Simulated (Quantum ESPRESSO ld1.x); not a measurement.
Input file for ld1.x (Quantum ESPRESSO 7.5):

```
 &input
    zed=72.0,
    iswitch=1,
    rel=1,
    dft='SLA-PW-RW86-PBC',
    config='[Kr] 4d10 4f14 5s1 5p6 5d2 6p1',
    verbosity='high',
    prefix='ld1',
    max_out_wfc=37,
    file_charge='ld1.rho',
 /
```

Command: `OMP_NUM_THREADS=1 ld1.x < ld1.in > ld1.out`

Standard output:

```
     Program LD1 v.7.5 starts

     --------------------------- All-electron run ----------------------------

     scalar relativistic calculation

     atomic number is 72.00
     dft =SLA-PW-RW86-PBC   lsd =0 sic =0 latt =0  beta=0.20 tr2=1.0E-14
     Exchange-correlation= SLA-PW-RW86-PBC
                           (   1   4  13   4   0   0   0)
     mesh =2111 r(mesh) =  99.81654 a.u. xmin = -8.00 dx = 0.00800
     1 Ry =  13.60569312 eV, c = 137.03599908

     n l     nl                  e(Ry)          e(Ha)          e(eV)
     1 0     1S 1( 2.00)   -4801.872419177   -2400.936209588 -65332.8025511
     2 0     2S 1( 2.00)    -822.542064407    -411.271032204 -11191.2549091
     2 1     2P 1( 6.00)    -722.249426637    -361.124713319  -9826.7040571
     3 0     3S 1( 2.00)    -188.807774476     -94.403887238  -2568.8606388
     3 1     3P 1( 6.00)    -158.836055953     -79.418027976  -2161.0746342
     4 0     4S 1( 2.00)     -39.484366479     -19.742183240   -537.2121735
     4 1     4P 1( 6.00)     -29.659206977     -14.829603489   -403.5340684
     3 2     3D 1(10.00)    -123.404902547     -61.702451274  -1679.0092339
     4 2     4D 1(10.00)     -16.955726384      -8.477863192   -230.6944099
     4 3     4F 1(14.00)      -2.963202493      -1.481601246    -40.3164238
     5 0     5S 1( 1.00)      -6.579115521      -3.289557761    -89.5134268
     5 1     5P 1( 6.00)      -4.214139777      -2.107069889    -57.3362926
     5 2     5D 1( 2.00)      -1.572247568      -0.786123784    -21.3915179
     6 1     6P 1( 1.00)      -1.044276472      -0.522138236    -14.2081052

     final scf error:  8.1E-15 reached in  24 iterations

     Etot =  -30154.752089 Ry,  -15077.376044 Ha, -410276.303117 eV

     Ekin =   33046.485352 Ry,   16523.242676 Ha,  449620.338490 eV
     Encl =  -74270.890617 Ry,  -37135.445308 Ha,-1010506.945701 eV
     Eh   =   11688.476463 Ry,    5844.238232 Ha,  159029.823836 eV
     Exc  =    -618.823287 Ry,    -309.411644 Ha,   -8419.519743 eV

     normalization and overlap integrals

     s(1S/1S) =  1.000000  <r> =   0.0190  <r2> =    0.0005  r(max) =   0.0119
     s(1S/2S) = -0.030075
     s(1S/3S) = -0.013153
     s(1S/4S) = -0.006375
     s(1S/5S) = -0.002621
     s(2S/2S) =  1.000000  <r> =   0.0803  <r2> =    0.0076  r(max) =   0.0682
     s(2S/3S) = -0.008368
     s(2S/4S) = -0.003873
     s(2S/5S) = -0.001578
     s(2P/2P) =  1.000000  <r> =   0.0717  <r2> =    0.0063  r(max) =   0.0559
     s(2P/3P) = -0.006640
     s(2P/4P) = -0.002902
     s(2P/5P) = -0.001061
     s(2P/6P) = -0.000384
     s(3S/3S) =  1.000000  <r> =   0.2085  <r2> =    0.0497  r(max) =   0.1915
     s(3S/4S) = -0.002789
     s(3S/5S) = -0.001101
     s(3P/3P) =  1.000000  <r> =   0.2084  <r2> =    0.0504  r(max) =   0.1900
     s(3P/4P) = -0.002356
     s(3P/5P) = -0.000836
     s(3P/6P) = -0.000301
     s(4S/4S) =  1.000000  <r> =   0.4682  <r2> =    0.2474  r(max) =   0.4366
     s(4S/5S) = -0.000756
     s(4P/4P) =  1.000000  <r> =   0.4975  <r2> =    0.2816  r(max) =   0.4581
     s(4P/5P) = -0.000581
     s(4P/6P) = -0.000207
     s(3D/3D) =  1.000000  <r> =   0.1890  <r2> =    0.0419  r(max) =   0.1543
     s(3D/4D) = -0.001700
     s(3D/5D) = -0.000417
     s(4D/4D) =  1.000000  <r> =   0.5350  <r2> =    0.3320  r(max) =   0.4730
     s(4D/5D) = -0.000313
     s(4F/4F) =  1.000000  <r> =   0.6668  <r2> =    0.5687  r(max) =   0.4545
     s(5S/5S) =  1.000000  <r> =   1.1234  <r2> =    1.4176  r(max) =   1.0114
     s(5P/5P) =  1.000000  <r> =   1.3118  <r2> =    1.9482  r(max) =   1.1495
     s(5P/6P) = -0.000102
     s(5D/5D) =  1.000000  <r> =   1.9429  <r2> =    4.4009  r(max) =   1.5579
     s(6P/6P) =  1.000000  <r> =   3.4980  <r2> =   13.6820  r(max) =   3.1498

     ------------------------ End of All-electron run ------------------------
```

Run on one thread of a shared host, so times are rough (Intel(R) Xeon(R) Processor @ 2.60GHz): 0.73 s of CPU time, 1.1 s wall, 24 iterations on 2111 mesh points.
